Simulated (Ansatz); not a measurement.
Ansatz (a first-principles code) input file for F4HSTa, SMILES [F][Ta]([F])([F])([F])[SH], multiplicity 1, CAM-B3LYP/def2-SVPD. The structure is a stationary point at B3LYP-D3(BJ)/def2-SVP. The spin state was assumed, not searched. The structure was generated by enumeration; whether it is a known compound was not checked. The def2 effective core potentials stand for the cores of Ta; spin–orbit coupling is left out. Other conformers were not sampled.

Ansatz 0.2 input:
```yaml
crystal:
  periodic: [false, false, false]
  atoms:
    - {symbol: Ta, position_ang: [-0.00132454, 0.21396774, 0.00000000]}
    - {symbol: F, position_ang: [1.88715735, 0.10052156, 0.00000000]}
    - {symbol: F, position_ang: [-1.88407087, 0.10228185, -0.00000000]}
    - {symbol: F, position_ang: [0.00716214, 1.09371731, -1.64979492]}
    - {symbol: F, position_ang: [0.00716213, 1.09371729, 1.64979492]}
    - {symbol: S, position_ang: [-0.08251787, -2.17378186, -0.00000001]}
    - {symbol: H, position_ang: [1.26028043, -2.35127726, -0.00000001]}
basis:
  gaussian:
    orbitals: def2-SVPD
hamiltonian:
  xc: {name: CAM-B3LYP}
```

Output:

```
Functional definition: CAM-B3LYP
integrals: 0.13 GiB planned
1426 factors; their error is unknown
integrals: 0.16 GiB planned
465 factors; integrals over basis functions are off by at most 2.0e-5 eV
mean field: 1.14 GiB planned
mean field evaluation 1: about -23254.8127 eV, gradient 7.5e1 eV
mean field evaluation 2: about -23222.6242 eV, gradient 1.6e2 eV
mean field evaluation 4: about -23264.8059 eV, gradient 3.6e0 eV
mean field evaluation 8: about -23264.8325 eV, gradient 1.1e-1 eV
mean field evaluation 16: about -23264.9722 eV, gradient 2.1e-4 eV
mean field -23264.97218345 eV, -854.9719581773 hartree, gradient 6.7e-5 eV, S^2 0.000000; 0 other end points of the search recorded, 0 dependent functions left out
reference -23264.97232759 eV, -854.9719634743 hartree; 33, 33 occupied and 129, 129 virtual orbitals, 1426 factors
Total energy: -23264.97232759 eV, -854.9719634743 hartree
```

The calculation finished and met its thresholds.

Cost: about 11 core-seconds (a rough figure).
